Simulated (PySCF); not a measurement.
Ge(H)(Me)2(OH) (C₂H₈GeO), SMILES [CH3][GeH]([CH3])[OH]. Heavy atoms are numbered as in [GeH:1]([CH3:2])([CH3:3])[OH:4]. Hydrogens are named by the atom that carries them.

Geometry optimised at PBE0-D3(BJ)/def2-SVP. The structure was generated by enumeration, and PubChem lists no compound with its InChIKey, so it may never have been made. One conformer was computed; it need not be the lowest.

Computed with B3LYP/def2-TZVP in PySCF.

Atomic charges (e), one atom of each kind:

```tsv
atom	IAO	Mulliken
Ge1 (GeH)	1.04	0.50
C2 (CH3)	-0.70	-0.47
O4 (OH)	-0.78	-0.57
H on Ge1	-0.12	-0.04
H on C2	0.14	0.12
H on O4	0.35	0.29
```
